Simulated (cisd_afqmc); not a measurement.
Input (AFQMC/CISD/cc-pV(D+d)Z; cisd_afqmc is a phaseless AFQMC code with CISD trial states that reads the integrals written by Ansatz): A basis named .json is the Basis Set Exchange file of that set.

Ansatz 0.2 input:
```python
import cisd_afqmc

open("ham.yaml", "w").write("""\
crystal:
  periodic: [false, false, false]
  atoms:
    - {symbol: Si, position_ang: [-0.94057447, -0.09694127, -0.47611273]}
    - {symbol: C, position_ang: [0.68100221, 0.07018819, 0.34471893]}
    - {symbol: C, position_ang: [1.75204628, 0.18057644, 0.88687453]}
    - {symbol: H, position_ang: [-1.05317355, 0.91433454, -1.54888426]}
    - {symbol: H, position_ang: [-1.05820970, -1.45143283, -1.05724151]}
    - {symbol: H, position_ang: [-2.01609609, 0.11169540, 0.51682235]}
    - {symbol: H, position_ang: [2.69723094, 0.27799287, 1.36532091]}
basis:
  gaussian:
    orbitals: cc-pV_D+d_Z.json
magnetization: {spin_polarized: false}
correlation: {method: ccsd, electrons: outside_noble_gas, hamiltonian_folder: ham}
""")
rep = cisd_afqmc.ansatz("ham.yaml")
e_ccsd = rep["correlation"]["coupled_cluster"]["energy"]["hartree"]
out = cisd_afqmc.run("ham", e_ccsd, trial="CISD", walkers=100, populations=8, threads=8, dt=0.005, steps=40, early=24, settle=10, least=32,
    cut=5e-5, rank_cut=2e-4, target=0.0004, seconds=1500, seed=1, memory=17280, gpu=False)
```

Output:

```
orbitals 64, occupied [8], factors 385 of 694, rank of the doubles 176 of 448
E(HF) = -366.944270
E(CCSD) on the cut factors = -367.332562, shift to the whole factors -0.000015
Energy of the trial state on the determinant = -367.332521
  tau behind 7.2 of longer steps, mean of the populations' last blocks
   2.0  -367.35165
   4.0  -367.34833
   6.0  -367.34844
   8.0  -367.34758
  10.0  -367.34823
  12.0  -367.34901
  14.0  -367.34918
  16.0  -367.34912
  18.0  -367.34677
  20.0  -367.34744
blocks 776 (0 outliers left out), error by blocks joined: 1: 0.00023, 2: 0.00028, 4: 0.00033, 8: 0.00036, 16: 0.00039
E(AFQMC/CISD) = -367.34812 +/- 0.00039
```
